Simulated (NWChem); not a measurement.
System: InN$_{2}$H$_{4}$Cl; SMILES [NH2][In]([NH2])[Cl]

```xyz
8

In    -0.0282     0.2861     0.0000
Cl     0.0265    -2.0727     0.0000
N      0.1315     1.1416     1.8264
H     -0.1764     0.5524     2.5961
H     -0.2797     2.0649     1.9362
N      0.1315     1.1416    -1.8264
H     -0.2797     2.0649    -1.9362
H     -0.1764     0.5524    -2.5961
```
Atoms are numbered in this order, from 1.

Structure relaxed at the PBE0/def2-SVP level. Not confirmed as a minimum by frequencies. def2 effective core potentials on In; no spin-orbit coupling.

Symmetry labels are those of Cs in the frame above (b1 and b2, or b-type labels, depend on it).

### Question
List the 4 lowest vertical singlet excitations from PBE/def2-SVPD with def2 effective core potentials on In, TDA (NWChem).

### Answer
| state | energy (eV) | oscillator strength | symmetry | leading excitation (squared amplitude) |
|---|---|---|---|---|
| S1 | 4.07 | 0.038 | a" | HOMO → LUMO (0.90) |
| S2 | 4.46 | 0.034 | a' | HOMO−1 → LUMO (0.92) |
| S3 | 4.85 | 0.014 | a" | HOMO−2 → LUMO (0.98) |
| S4 | 5.12 | 0.037 | a' | HOMO−3 → LUMO (0.94) |
